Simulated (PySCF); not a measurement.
Ga(F)(Me)(OH) (CH₄FGaO), SMILES [CH3][Ga]([OH])[F]. Atoms are numbered in the order given.

```xyz
8

Ga     0.0113    -0.0009     0.0000
F     -1.5635     0.7894     0.0000
C      0.1968    -1.9280     0.0000
H     -0.2919    -2.3495     0.8904
H      1.2583    -2.2096     0.0000
H     -0.2919    -2.3495    -0.8904
O      1.3507     1.1645     0.0000
H      1.0616     2.0835     0.0000
```
Charge 0, spin multiplicity 1.

Geometry: PBE0-D3(BJ)/def2-SVP. The structure was generated by enumeration; whether it is a known compound was not checked. The values are those of a single conformer.

These are PBE/def2-TZVP run with PySCF values and carry that method's errors.

Gas-phase values at a fixed geometry.

Computed frontier levels, gap, dipole moment and polarisability:
```json
{
 "highest_occupied_level": "-7.36 eV",
 "lowest_empty_level": "-1.30 eV",
 "orbital_gap": "6.05 eV",
 "dipole_moment": "1.49 D",
 "quadrupole, principal values (traceless, Buckingham form, about the centre of nuclear charge)": "-10.41, 3.89, 6.52 D·Å",
 "mean_static_polarisability": "42.7 bohr³ (6.33 Å³)",
 "polarisability_principal_values": "34.1, 41.6, 52.5 bohr³"
}
```
